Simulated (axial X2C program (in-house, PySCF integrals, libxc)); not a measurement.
Potential curves of AlGe, 2c

Computed with an in-house all-electron X2C program for linear molecules (integrals from PySCF). Two-component (2c) means X2C with spin–orbit coupling and atomic mean-field two-electron Coulomb and Gaunt terms. Basis: Ge dyall-cv3z [9s9p7d4f1g], Al dyall-v3z [8s8p2d1f] (cores contracted in-house); Gaussian nuclei, density fitting, unrestricted open shells. Masses: Ge 73.921 u, Al 26.982 u.

State: Ω = 3/2 (⟨Sz⟩ = 1.49, ⟨Lz⟩ = 0.01 at HF). Energies in eV from the lowest point of each curve. Fits are polynomials in 1 − R0/R over 0.85 to 1.23 times the lowest point R0.

```csv
R (Å),CCSD
2.2523,0.2494
2.3265,0.1054
2.4007,0.0272
2.4750,0.0000
2.5616,0.0166
2.6483,0.0712
2.7596,0.1794
```

Correlated methods: 7 electrons correlated (number of frozen shells: Ge 3 s, 2 p, 1 d; Al 2 s, 1 p), 207 virtual spin orbitals or spinors in MP2, 90 natural virtuals in coupled cluster.

Occupations by symmetry block were frozen at the best pattern of an incomplete PBE0 search. CCSD ran in a truncated set of natural virtual spinors with an MP2 remainder; without triples it tends to underbind. Other states lie close and PBE0, whose exact exchange favours high spin, may order them wrongly; the determinant shown need not be the ground state. The nearest other 2c determinant of the search, Ω = 1/2, lies 0.31 eV up at the distance of the search. With several unpaired electrons one determinant need not be a pure state. This is the top spin component of a Σ state; components of lower Ω are not single determinants and can lie lower. With the outer-core shells frozen, correlated bond lengths of heavy atoms tend to come out a few hundredths of an ångström too long. Coupled cluster ran on the points near the minimum only. MP2 and coupled cluster on one determinant become unreliable at the stretched end.

Task: Fit the CCSD curve near its minimum: give the equilibrium distance and the harmonic wavenumber.

Result: At CCSD, 2c: Re = 2.487 Å, ωe ≈ 304 cm⁻¹; Be follows as 0.138 cm⁻¹.
